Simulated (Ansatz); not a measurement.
Reaction (ligand exchange at the Sn–N bond): `[SiH3][NH][SnH3]` + CH₃NH₂ → `C[NH][SnH3]` + `N[SiH3]`

Computed with Ansatz on PBE0-D4/def2-TZVP structures; ΔE is electronic, products minus reactants. CBS: MP2 limit from def2 TZ/QZ plus the TZ coupled-cluster correction, frozen cores. This one scheme is used for every species. DFT in def2-TZVPP. def2 core potentials past Kr. For Sn outer-core shells are correlated without core-valence functions, which leaves a few kJ/mol of doubt a bond.

(1) Is it downhill or uphill in electronic energy at CCSD(T)/CBS, and by how much? (An estimate is asked.)

(2) What do these levels give: ωB97M-V, PBE0, RPA@PBE/def2-TZVPP, CCSD/def2-SVP, HF/def2-TZVPP, MP2/def2-QZVPP? (An estimate is asked.)

Largest T1 diagnostic among the species: 0.012.

## Answers

(1) The calculation gave: Uphill: ΔE = +17.7 kJ/mol.

(2) Computed: ωB97M-V 16.6, PBE0 15.5, RPA@PBE/def2-TZVPP 18.1, CCSD/def2-SVP 21.2, HF/def2-TZVPP 21.6, MP2/def2-QZVPP 17.2 kJ/mol.

Leaving LDA and LC-ωPBE aside and taking each functional with its dispersion term where it has one, the values, not all of them listed here, spread over 6.9 kJ/mol, from revPBE-D4 to BHLYP-D4. From BLYP to BHLYP (50 % exact exchange), in def2-TZVPP and without D4, ΔE moves by +5.4 kJ/mol.
